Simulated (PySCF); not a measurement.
## Correlation energy of B (boron, neutral)

[He] 2s1 2p2, high-spin 4P determinant (an excited configuration). All numbers are calculated (PySCF 2.14, the non-relativistic Hamiltonian (point nucleus), in def2-TZVPPD). Frozen: nothing; 5 electrons correlated.

| level | correlation energy (mhartree) |
| --- | --- |
| CCSD | -32.31 |
| (T) | -0.13 |
| CCSD(T) | -32.44 |

Diagnostics: T1 = 0.0030, D1 = 0.0058, largest double amplitude 0.036.

Is a single reference adequate?

Yes: T1 lies below 0.03 and no double amplitude reaches 0.07.

This basis was not built for core-valence correlation, so the inner-shell part is incomplete.
